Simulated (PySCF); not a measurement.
# ReS₂: from structure and modes to constants

All numbers come from UB3LYP in PySCF with Re def2-SVP with ECP60, S def2-SVP; scalar-relativistic core potentials, no spin–orbit coupling; density-fitted integrals.

The quartet minimum has C2v symmetry. Masses (u): Re 186.95575, S 31.97207.

```xyz
3
charge 0 multiplicity 4, angstrom
Re    0.0000    0.0000   -0.2438
S     1.9120    0.0000    0.6933
S    -1.9120    0.0000    0.6933
```

Harmonic wavenumbers (cm⁻¹): 120.5 (a1, ×1), 526.0 (a1, ×1), 526.8 (b2, ×1).

Problem. Find the principal moments of inertia and the rotational constants. What kind of rotor is it?

Solution. About the centre of mass I = 41.84, 233.77, 275.61 u Å². With B = 16.8576/I this gives 0.4029, 0.07211, 0.06116 cm⁻¹. The molecule is an asymmetric top with κ = -0.94.

Problem. What is the harmonic zero-point energy?

Solution. Half the sum of all 3 wavenumbers, 1173/2 = 587 cm⁻¹, which is 7.0 kJ/mol (1 cm⁻¹ = 0.0119627 kJ/mol).

Problem. Find the vibrational entropy and heat capacity at 298.15 K.

Solution. With u = 1.43878 ω/T, each mode gives S = R[u/(eᵘ−1) − ln(1−e⁻ᵘ)] and C = R u² eᵘ/(eᵘ−1)².
```
ω (cm⁻¹)      u  S (J/(mol K))  C (J/(mol K))
   120.5  0.582          12.94           8.08
   526.0  2.539           2.49           4.99
   526.8  2.542           2.49           4.98
```
The sums over all modes are S = 17.9 and C = 18.1 J/(mol K); the softest mode gives 72 % of the entropy.

Problem. Give the standard entropy (298.15 K, 1 bar) by its translational, rotational, vibrational and spin parts, and Cp.

Solution. Sackur–Tetrode with M = 250.90 u gives 177.8; rotation with symmetry number 2 gives 104.3; vibration 17.9; spin R ln 4 = 11.5. The total is 311.5 J/(mol K), and Cp = 4 R + 18.1 = 51.3 J/(mol K).

Other isomers or separated fragments may lie lower. Other spin states or occupations of the open shell can lie lower. No spin–orbit coupling is included, which matters more the heavier the element.
